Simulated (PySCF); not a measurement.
SMILES CC(O)[CH]O, doublet, B3LYP/def2-SVP optimised geometry.

```
12

C     -0.05     0.68    -2.16
C      0.05     0.62    -0.63
O      1.34     0.15    -0.22
C     -0.93    -0.33     0.00
O     -0.58    -1.64     0.00
H      0.72     1.36    -2.58
H     -1.03     1.06    -2.47
H      0.09    -0.32    -2.58
H     -0.13     1.64    -0.22
H      2.01     0.53    -0.80
H     -2.01    -0.15    -0.07
H      0.40    -1.64     0.00
```

Density from unrestricted B3LYP/def2-TZVP in PySCF at that geometry.

Minimum of the electron density along straight lines between bonded atoms, close to the bond critical point (lines longer than 1.1 times the sum of covalent radii, or with two minima, are not listed):

```csv
bond,length / Å,ρ at the minimum / e bohr⁻³,∇²ρ there / e bohr⁻⁵,position (fraction from the first atom)
C1–C2,1.537,0.246,-0.61,0.50
C2–O3,1.431,0.253,-0.57,0.37
C2–C4,1.503,0.268,-0.72,0.50
C4–O5,1.358,0.291,-0.47,0.34
C1–H6,1.105,0.269,-0.89,0.64
C1–H7,1.101,0.273,-0.92,0.64
C1–H8,1.102,0.274,-0.92,0.64
C2–H9,1.109,0.279,-0.97,0.65
O3–H10,0.965,0.360,-2.39,0.80
C4–H11,1.094,0.282,-0.99,0.65
O5–H12,0.975,0.349,-2.36,0.81
```
